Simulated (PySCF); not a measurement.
A GIAO shielding run with PySCF (density fitting, non-relativistic, gas phase) on SMILES CS[Si@@H](F)N[SiH3], CH8FNSSi2:

```
{"job": {"kind": "nmr", "xc": "PBE0", "basis": "pcSseg-1"}, "charge": 0, "multiplicity": 1}
C      3.096953    -0.034625     0.203387
S      1.691472    -0.521444     1.251358
Si     0.116087     0.294504     0.073014
F      0.289533    -0.200993    -1.452013
N     -1.346557    -0.307961     0.706374
Si    -2.926182    -0.122544     0.003240
H      2.950780    -0.418339    -0.800686
H      3.986165    -0.471945     0.644487
H      3.181773     1.047416     0.189394
H      0.212556     1.735996    -0.055280
H     -1.290213    -0.781376     1.591762
H     -2.950515    -0.771290    -1.305268
H     -3.183215     1.311399    -0.139639
H     -3.829316    -0.759270     0.958187
```

Hardware: 1 thread of an x86-64 server CPU, shared host. The job also computes population analyses, field gradients.

**Question.** How large is the calculation?

**Answer.** 74 electrons, 163 basis functions and 915 auxiliary functions.

**Question.** How long does it take?

**Answer.** 47 s of wall time, with 12 SCF cycles and 4 response iterations. Times on a shared host scatter by some tens of per cent.
